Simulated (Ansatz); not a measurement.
`C#[C][Sn]([Cl])([Cl])[Cl]` at its PBE0-D4/def2-TZVP geometry, where that method's forces vanish. Charge 0, multiplicity 1. Sn: def2 effective core potential.

```xyz
7

C    -0.2173   -0.5508    2.1464
C    -0.0991   -0.2537    0.9857
Sn    0.1003    0.2534   -0.9884
Cl   -0.2019    2.5076   -1.2835
Cl   -1.4484   -0.8483   -2.2720
Cl    2.1884   -0.2940   -1.7631
H    -0.3220   -0.8141    3.1749
```

Question: What forces (eV/Å) does ωB97M-V/def2-TZVPP give on these atoms in Ansatz 0.2.0? (Best estimate.)

Answer: Computed: 
```
C1   0.017  0.042 -0.167
C2  -0.027 -0.068  0.266
Sn3  0.005  0.013 -0.048
Cl4  0.007 -0.045  0.001
Cl5  0.032  0.024  0.022
Cl6 -0.043  0.012  0.012
H7   0.009  0.022 -0.086
```
